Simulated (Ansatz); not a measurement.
Geometry optimisation, Ansatz, RHF/def2-SVP.

input.yaml

```yaml
crystal:
  periodic: [false, false, false]
  atoms:
    - { symbol: W, position_ang: [-0.009534, -0.053859, -0.23335] }
    - { symbol: F, position_ang: [-0.0715, 0.09952, 1.607587] }
    - { symbol: F, position_ang: [1.823079, 0.003332, 0.006736] }
    - { symbol: Cl, position_ang: [0.043659, 2.208408, -0.502855] }
    - { symbol: Cl, position_ang: [-2.231543, -0.205254, -0.629856] }
    - { symbol: Cl, position_ang: [0.090163, -2.327142, 0.163332] }
    - { symbol: Cl, position_ang: [0.465, -0.412252, -2.442105] }
    - { symbol: Cl, position_ang: [-2.205852, 1.842314, 1.944147] }
    - { symbol: H, position_ang: [-1.309471, 1.363234, 2.784163] }
basis:
  gaussian: { orbitals: def2-SVP }
hamiltonian:
  xc: hf
relax:
  f_tol: 0.03
  max_steps: 50
```

Launched with:

```bash
$ ansatz run input.yaml --threads 4 --pin off --max-ram 5120MiB --backend cpu --events-out ev --progress --plain --runs-dir out
```

Where does it end, and by what steps?

The forces met the threshold. The force dipped under the threshold on the way, but the program's further checks kept it going. After 11 steps the energy has fallen by 0.475 eV; Cl8 moved furthest, 1.05 Å.

| step | energy less start (eV) | largest force component (eV/Å) | accepted |
| --- | --- | --- | --- |
| 0 | 0.0000 | 1.661 | yes |
| 1 | -0.2466 | 0.909 | yes |
| 2 | -0.3626 | 0.714 | yes |
| 3 | -0.4374 | 0.478 | yes |
| 4 | -0.4660 | 0.192 | yes |
| 5 | -0.4716 | 0.019 | yes |
| 6 | -0.4716 | 0.248 | no |
| 7 | -0.4731 | 0.061 | yes |
| 8 | -0.4734 | 0.041 | yes |
| 9 | -0.4740 | 0.125 | yes |
| 10 | -0.4721 | 0.127 | no |
| 11 | -0.4746 | 0.005 | yes |

```xyz
9
Properties=species:S:1:pos:R:3
W 0.114 -0.149 -0.414
F -0.199 0.203 1.381
F 1.911 -0.066 -0.017
Cl 0.171 2.115 -0.752
Cl -2.126 -0.235 -0.784
Cl 0.188 -2.374 0.143
Cl 0.616 -0.583 -2.586
Cl -2.545 2.192 2.879
H -1.537 1.416 2.849
```

Whether the end is a true minimum wasn't checked by a vibrational analysis.

The run took 30 s on 4 threads of Arm Neoverse V2, on a shared host, peak memory 0.55 GiB.
